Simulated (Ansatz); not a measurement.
Energy needed to pull apart GaBH2F2 (SMILES F[B](F)[GaH2]), closed shell, into free ground-state atoms, from the structure below (displaced at random from a GFN2-xTB minimum); no zero-point or spin–orbit terms; open-shell atoms are treated unrestricted, in their ground-state multiplicity.

F1  (1.270, -1.732, -0.180)
B2  (0.303, -0.989, 0.364)
F3  (-0.337, -1.615, 1.326)
Ga4  (-0.246, 0.884, -0.328)
H5  (0.458, 1.711, -1.518)
H6  (-1.434, 1.757, 0.297)
(Å)

Ansatz 0.2.0; basis: def2-TZVPP; cores frozen in the correlated methods. Filled d shells of the heavier atoms are correlated. The def2 sets are not built for correlating such inner shells, so the correlated values are less sure here.

```json
{"method": "PBE-D4", "atomization energy (kJ/mol)": "2071"}
{"method": "revPBE-D4", "atomization energy (kJ/mol)": "?"}
{"method": "BLYP-D4", "atomization energy (kJ/mol)": "2024"}
{"method": "r2SCAN-D4", "atomization energy (kJ/mol)": "?"}
{"method": "PBE0-D4", "atomization energy (kJ/mol)": "2025"}
{"method": "wB97M-V", "atomization energy (kJ/mol)": "2040"}
{"method": "HF", "atomization energy (kJ/mol)": "1539"}
{"method": "MP2", "atomization energy (kJ/mol)": "2069"}
{"method": "CCSD", "atomization energy (kJ/mol)": "1971"}
{"method": "CCSD(T)", "atomization energy (kJ/mol)": "2001"}
```

(1) What does r2SCAN-D4 give? (Judge from chemistry; the value comes from the calculation.)

(2) What does revPBE-D4 give? (Judge from chemistry; the value comes from the calculation.)

T1 diagnostic: at most 0.015.

Answers

(1) Computed: 2056 kJ/mol, which is about 55 kJ/mol more than CCSD(T)/def2-TZVPP.

(2) The calculation gives: 2005 kJ/mol, which is about 4 kJ/mol more than CCSD(T)/def2-TZVPP.

In triple zeta the MP2 and coupled-cluster atomization energies are still short of their basis limit by a few kcal/mol a bond, whereas those of the functionals are nearly converged, so these differences are not deviations from converged CCSD(T).

For scale, one of the runs: CCSD(T)/def2-TZVPP forces, 169 basis functions (an equivalent command: `ansatz run in.yaml --threads 4`). Time: 3.1 min of wall clock on 4 CPU threads; the host was shared. Peak host memory: 2.7 GiB.
